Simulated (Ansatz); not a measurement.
`[NH2][Nb]([NH2])(=[O])[F]` and `[NH2][Nb]([NH2])([NH2])=[O]` differ in one atom or group.

Ansatz, PBE0-D4/def2-TZVP geometries, multiplicity 1. Each molecule was computed in one conformer, which needn't be the lowest.

Elements past krypton have def2 core potentials.

```tsv
property	`[NH2][Nb]([NH2])(=[O])[F]`
zero-point energy (PBE0-D4/def2-TZVP) / kJ/mol	146.6
LUMO energy (PBE/def2-TZVPP) / eV	-1.82
HOMO energy (PBE/def2-TZVPP) / eV	-6.41
HOMO–LUMO gap (ωB97M-V/def2-TZVPP) / eV	10.81
HOMO energy (PBE0/def2-TZVPP) / eV	-7.82
HOMO–LUMO gap (PBE/def2-TZVPP) / eV	4.59
```

Q: Give the same properties after the change, and the shifts. (An estimate is asked.)

A: Computed: 
```tsv
property	`[NH2][Nb]([NH2])([NH2])=[O]`	shift
zero-point energy (PBE0-D4/def2-TZVP) / kJ/mol	204.7	58.1
LUMO energy (PBE/def2-TZVPP) / eV	-1.19	0.63
HOMO energy (PBE/def2-TZVPP) / eV	-5.48	0.93
HOMO–LUMO gap (ωB97M-V/def2-TZVPP) / eV	9.94	-0.87
HOMO energy (PBE0/def2-TZVPP) / eV	-6.83	0.99
HOMO–LUMO gap (PBE/def2-TZVPP) / eV	4.29	-0.30
```

With PBE0 the HOMO rises by 0.99 eV and the LUMO rises by 0.64 eV, so the gap narrows by about 0.35 eV. PBE moves the HOMO by 0.93 eV and ωB97M-V by 1.04 eV. The zero-point energy changes by 58.1 kJ/mol with +6 modes.
